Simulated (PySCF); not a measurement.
# Unknown compound

The spectra below were simulated for a compound C$_{5}$H$_{3}$FNP$_{3}$.

¹H NMR (300 MHz, computed): δ 3.59 (m, 3H).

¹³C{¹H} NMR (computed): δ 255.0 (C), 220.7 (C), 176.5 (C), 125.4 (C), 31.8 (CH3).

PySCF 2.14.0 with density-fitted response routines calculation with σ from GIAO-PBE0/pcSseg-1 and GFN2-xTB structure; fast rotation and ring inversion assumed for equivalent nuclei, isolated molecule, a single conformation, relativity neglected.

Shifts are taken against calculated references (same method and geometry level): ¹H (σref 31.72) and ¹³C (σref 186.93) against TMS.

**Question.** What is the structure?

**Answer.** 
1. 5 carbon signals for 5 carbons: no two carbons are equivalent.
2. Carbon types of the structure: 4 × C, 1 × CH3, which accounts for all hydrogens.
3. δC 255.0: aromatic carbon bearing fluorine; the electronegative substituent deshields the carbon that carries it.
4. δC 220.7, 176.5: substituted aromatic carbon.
5. δC 125.4: nitrile carbon; typical of a nitrile.
6. δC 31.8: methyl carbon on an aromatic ring; saturated and bonded to C and H only.
7. δH 3.59: hydrogen on a methyl carbon on an aromatic ring.

The compound is `Cc1pc(F)pc(C#N)p1`.

The shifts were computed for this structure.

Splittings by ¹⁹F and ³¹P in the carbon and heteronuclear signals aren't shown, as no couplings were computed. Shifts are as computed. Against solution values, carbons near 30 ppm lie about +3 ppm off and those near 130 ppm about +5 ppm. Of 1211 compounds with measured shifts, 218 miss one by over three times the rms of a fit or turn the order of signals round; such compounds aren't used in these exercises.
